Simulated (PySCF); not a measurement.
PySCF input for AlH5OSi, SMILES [OH][AlH][SiH3], PBE0/pcJ-1. Coordinates come from a B3LYP-D3(BJ)/def2-TZVP optimisation. One conformer was computed; it need not be the lowest.

```python
import numpy as np
from pyscf import gto, scf, dft
from pyscf.prop.ssc import rks as ssc

mol = gto.M(
    atom='''
    Al   -0.54765287    0.74152041    0.00000000
    H    -2.05034881    1.24329645   -0.00000000
    O     0.70612077    1.89391280   -0.00000000
    H     0.56257389    2.84192811   -0.00000000
    Si    0.15056637   -1.60578896   -0.00000000
    H    -0.38759011   -2.31272293    1.19347486
    H    -0.38759011   -2.31272293   -1.19347486
    H     1.62554717   -1.76980091    0.00000000
    ''',
    basis='pcJ-1',
    charge=0,
    spin=0,
    max_memory=1600,
    verbose=3,
)
mf = dft.RKS(mol, xc='pbe0')
mf.grids.level = 3
mf.conv_tol = 1e-10
mf.max_cycle = 100
mf.kernel()
j = ssc.SSC(mf)
j.with_fcsd = True
j.max_cycle_cphf = 80
j.conv_tol = 1e-7
e11 = j.kernel()
```

Output:

```
converged SCF energy = -606.269457661319
Reduced spin-spin coupling constant K (Hz)
               #0        #1        #2        #3        #4
        0 Al   0.00000
        1 H   35.68261   0.00000
        2 O  -19.52333   0.19515   0.00000
        3 H   -0.10917  -0.03874  20.16796   0.00000
        4 Si 109.54038   8.18425  15.35964   1.10216   0.00000
        5 H    1.39133  -0.06302   0.66579   0.01134  29.16952
        6 H    1.39130  -0.06301   0.66581   0.01133  29.16921
        7 H    0.04472   0.23706  -0.35349  -0.02325  31.37688
               #5        #6        #7
        5 H    0.00000
        6 H   -0.26345   0.00000
        7 H   -0.16778  -0.16778   0.00000
Spin-spin coupling constant J (Hz)
               #0        #1        #2        #3        #4
        0 Al   0.00000
        1 H  290.31862   0.00000
        2 O   21.54204  -0.82575   0.00000
        3 H   -0.88824  -1.20881 -85.33575   0.00000
        4 Si -177.20062 -50.76987  12.92179  -6.83708   0.00000
        5 H   11.32007  -1.96610  -2.81713   0.35371 -180.94908
        6 H   11.31983  -1.96591  -2.81722   0.35363 -180.94712
        7 H    0.36383   7.39634   1.49571  -0.72538 -194.64213
               #5        #6        #7
        5 H    0.00000
        6 H   -8.21969   0.00000
        7 H   -5.23459  -5.23463   0.00000
```

The calculation finished and met its thresholds.
